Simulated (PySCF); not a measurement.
Ga(H)2(PH2) (GaH4P), SMILES [PH2][GaH2]. Coordinates come from a r2SCAN-D4/def2-TZVP optimisation.

Calculation: r2SCAN-D4/def2-TZVP in PySCF.

Harmonic wavenumbers (cm⁻¹): 235, 355, 367, 432, 628, 677, 745, 1088, 1969, 1980, 2398, 2414. Rotational constants (GHz): 66.11, 4.019, 3.886; symmetry number 1.

Question: Work out the zero-point energy and the ideal-gas rigid-rotor harmonic-oscillator thermochemistry at 298.15 K and 1 atm.

Answer: ZPE = ½ Σ hcν = ½ × 13288 cm⁻¹ = 19.00 kcal/mol. H − E(el) = 22.54 kcal/mol. Entropy in cal/(mol K): translation 39.86, rotation 23.26, vibration 5.99, total 69.11. G − E(el) = 1.94 kcal/mol. Cp = 17.16 cal/(mol K).
